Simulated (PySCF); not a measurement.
## Working out the ionisation energy of Mo²⁺

Mo²⁺ [Kr] 4d4 (5D) → Mo³⁺ [Kr] 4d3 (4F). Computed with PySCF 2.14 in def2-SVP with the def2 core potential (28 electrons) (5s3p2d1f, 31 functions), with scalar relativity through the core potential. Frozen: 4s2 4p6. Energies in hartree (1 hartree = 27.21139 eV):

```json
{"part": "UHF", "Mo²⁺ (lower)": "-66.759938", "Mo³⁺ (upper)": "-65.794895"}
{"part": "MP2 opposite-spin", "Mo²⁺ (lower)": "0.000000", "Mo³⁺ (upper)": "0.000000"}
{"part": "MP2 same-spin", "Mo²⁺ (lower)": "-0.021200", "Mo³⁺ (upper)": "-0.008796"}
```

**Question.** What does Hartree-Fock give?

**Answer.** (-65.794895) − (-66.759938) = 0.965043 hartree = 26.260 eV.

**Question.** What do MP2 and SCS-MP2 (6/5 opposite-spin, 1/3 same-spin) give?

**Answer.** The opposite-spin parts differ by 0.000 eV and the same-spin parts by 0.338 eV. MP2: 26.260 + (0.000) + (0.338) = 26.598 eV. SCS-MP2: 26.260 + 1.2 × (0.000) + (0.338)/3 = 26.373 eV.

Reference: 27.13 ± 0.12 eV (semi-empirical (NIST evaluation); NIST Atomic Spectra Database, ionization energies), between the lowest levels; spin-orbit coupling is absent from the calculation.

A double-zeta basis recovers only part of the correlation energy.

What remains against the reference includes basis incompleteness, the frozen core and correlation beyond second order.
